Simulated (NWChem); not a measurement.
All runs are NWChem calculations. System: H₄PSi, charge 0, spin multiplicity 2, at a geometry optimised with UB3LYP/def2-SVP. The structure started from a generated list of species. Its SCF solution wasn't tested for a lower state. Level: UCCSD(T)/6-311G** (spherical d), 10 core orbitals frozen.

Input file:

```
start mol
memory heap 100 mb stack 700 mb global 1900 mb
geometry units angstroms nocenter noautoz
  Si    -0.414670     1.074888     0.000000
  P      0.427674    -1.036914     0.000000
  H      0.098396     1.787225     1.215307
  H      0.098396     1.787225    -1.215307
  H     -0.403265    -1.534583     1.050196
  H     -0.403265    -1.534583    -1.050196
  symmetry group Cs
end
basis spherical
  * library 6-311g**
end
scf
  uhf
  nopen 1
  maxiter 100
  thresh 1e-7
  semidirect memsize 60000000 filesize 0
  # guess.movecs holds the orbitals of an unrestricted PBE0 run
  vectors input guess.movecs output mol.movecs
end
tce
  freeze core 10
  ccsd(t)
  thresh 1e-6
  maxiter 100
  tilesize 24
end
task tce energy
```

Output (cleaned and shortened):

```
             Northwest Computational Chemistry Package (NWChem) 7.3.0
             --------------------------------------------------------

                                NWChem Input Module
                                -------------------

 Scaling coordinates for geometry "geometry" by  1.889725989
 (inverse scale =  0.529177249)

 Turning off AUTOSYM since
 SYMMETRY directive was detected!

                             Geometry "geometry" -> ""
                             -------------------------

 Output coordinates in angstroms (scale by  1.889725989 to convert to a.u.)

  No.       Tag          Charge          X              Y              Z
 ---- ---------------- ---------- -------------- -------------- --------------
    1 Si                  14.0000    -0.41467000     1.07488800     0.00000000
    2 P                   15.0000     0.42767400    -1.03691400     0.00000000
    3 H                    1.0000     0.09839600     1.78722500     1.21530700
    4 H                    1.0000     0.09839600     1.78722500    -1.21530700
    5 H                    1.0000    -0.40326500    -1.53458300     1.05019600
    6 H                    1.0000    -0.40326500    -1.53458300    -1.05019600

 Effective nuclear repulsion energy (a.u.)      81.3196649161

            Nuclear Dipole moment (a.u.)
            ----------------------------
        X                 Y               Z
 ---------------- ---------------- ----------------
    -0.0000151178     0.0000113384     0.0000000000

      Symmetry information
      --------------------

 Group name             Cs
 Group number              2
 Group order               2
 No. of unique centers     4

      Symmetry unique atoms

     1    2    3    5


 Summary of "ao basis" -> "" (spherical)
 ------------------------------------------------------------------------------
       Tag                 Description            Shells   Functions and Types
 ---------------- ------------------------------  ------  ---------------------
 *                          6-311g**                  on all atoms

 Summary of "ao basis" -> "ao basis" (spherical)
[...]
     T(1) DIIS level shift : 0.00D+00
     L(1) DIIS level shift : 0.00D+00
     T(R) DIIS level shift : 0.00D+00
     T(I) DIIS level shift : 0.00D+00
   CC-T/L Amplitude update :  5-th order DIIS
                I/O scheme : Global Array Library
        L-threshold :  0.10D-05
        EOM-threshold :  0.10D-05
 no EOMCCSD initial starts read in
 TCE RESTART OPTIONS
 SLICE:      F
 D4D5:       F
 quantumc:   F
 qrotation:  F
 pwtce:      F
 qducc:      F
 nacto:                         0
 nrotv:                         0
 nrot:                          0

            Memory Information
            ------------------
          Available GA space size is     249025248 doubles
          Available MA space size is     104853868 doubles

 Maximum block size supplied by input
 Maximum block size        24 doubles

 tile_dim =     22

 -------------------------------------------------
   1    alpha     a'     5 doubles       0       1
   2    alpha     a"     2 doubles       5       2
   3    beta      a'     4 doubles       7       3
   4    beta      a"     2 doubles      11       4
   5    alpha     a'    18 doubles      13       5
   6    alpha     a'    19 doubles      31       6
   7    alpha     a"    22 doubles      50       7
   8    beta      a'    19 doubles      72       8
   9    beta      a'    19 doubles      91       9
  10    beta      a"    22 doubles     110      10

 Global array virtual files algorithm will be used

 Parallel file system coherency ......... OK


 half-transformed integrals in memory

 2-e (intermediate) file size =        57321024
 2-e (intermediate) file name = ./mol.v2i

 2-e integrals stored in memory



CCSD iterations
 ---------------------------------------------------------
 Iter          Residuum       Correlation     Cpu    Wall
 ---------------------------------------------------------
    1   0.1360985045784  -0.2104291907262     0.2     0.2
    2   0.0402439137745  -0.2413034307953     0.1     0.1
    3   0.0153414877870  -0.2481867051510     0.1     0.1
    4   0.0067281678470  -0.2503628541212     0.1     0.1
    5   0.0033844591668  -0.2511596505760     0.1     0.1
    6   0.0011181295923  -0.2518000471408     0.1     0.1
    7   0.0006121501511  -0.2517723025325     0.1     0.1
    8   0.0004409639924  -0.2517757238977     0.1     0.1
    9   0.0003131636245  -0.2517786539309     0.1     0.1
   10   0.0002298418524  -0.2517815638995     0.1     0.1
   11   0.0000334637967  -0.2517900981280     0.1     0.1
   12   0.0000184635178  -0.2517923376781     0.1     0.1
   13   0.0000123682739  -0.2517926504222     0.1     0.1
   14   0.0000086242325  -0.2517927097584     0.1     0.1
   15   0.0000060843564  -0.2517927149810     0.1     0.1
   16   0.0000012871159  -0.2517926283569     0.2     0.2
   17   0.0000007389414  -0.2517926817141     0.1     0.1
 -----------------------------------------------------------------
 Iterations converged
 CCSD correlation energy / hartree =        -0.251792681714059
 CCSD total energy / hartree       =      -632.218356597638945

 Singles contributions

 Doubles contributions
 CCSD(T)
 Using plain CCSD(T) code
             total no. of tasks          148
 total no. of tasks / no. procs          148
                         wl_min        57024           6.2
                         wl_max      1149500          10.2
        thresh for no. of tasks          148

 CCSD[T]  correction energy / hartree =        -0.007769277031812
 CCSD[T] correlation energy / hartree =        -0.259561958745871
 CCSD[T] total energy / hartree       =      -632.226125874670743
 CCSD(T)  correction energy / hartree =        -0.007549845762962
 CCSD(T) correlation energy / hartree =        -0.259342527477022
 CCSD(T) total energy / hartree       =      -632.225906443401868

 Task  times  cpu:       13.6s     wall:       13.6s

 Total times  cpu:       13.6s     wall:       13.6s
```
